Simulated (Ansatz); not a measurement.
The same path of CH2AlNO (6 atoms, charge 0, multiplicity 1) was run 3 times with different band settings. The coordinate that changes most is the angle Al3–O4–H6.

Method: RKS revPBE/def2-SVP (Ansatz).

Relaxed end points:

```xyz
6
Properties=species:S:1:pos:R:3
N 2.468 -1.077 0.906
C 1.404 -0.736 0.533
Al -0.375 -0.232 -0.092
O -0.560 1.449 -0.388
H -1.511 -1.320 -0.295
H -1.383 1.852 -0.709
```

```xyz
6
Properties=species:S:1:pos:R:3
N 2.413 -0.792 0.850
C 1.304 -0.630 0.484
Al -0.538 -0.355 -0.127
O -1.061 1.231 -0.517
H -1.561 -1.549 -0.275
H -0.516 2.032 -0.462
```

Common settings: spring 5.0 eV/Å²; optimiser quadratic models (default); start path through a guess of the saddle point; iteration limit 60; end points relaxed.

| run | movable images | climbing image | force threshold |
| --- | --- | --- | --- |
| 1 | 9 | yes | 0.05 eV/Å |
| 2 | 9 | yes | 0.2 eV/Å |
| 3 | 8 | no | 0.05 eV/Å |

What does each run give, and how far can it be trusted?

Run 1: converged after 15 iterations, highest image 0.095 eV above the first end. A vibrational analysis at the climbing image gives one clearly imaginary mode, 383i cm⁻¹: a first-order saddle point.
Run 2: converged after 15 iterations, highest image 0.099 eV above the first end. The threshold of 0.2 eV/Å is loose, so the images may lie well off the minimum-energy path. The order of the stationary point at the top wasn't checked.
Run 3: converged after 11 iterations, highest image 0.095 eV above the first end. No image climbed, so the highest image needn't sit at the top of the path.
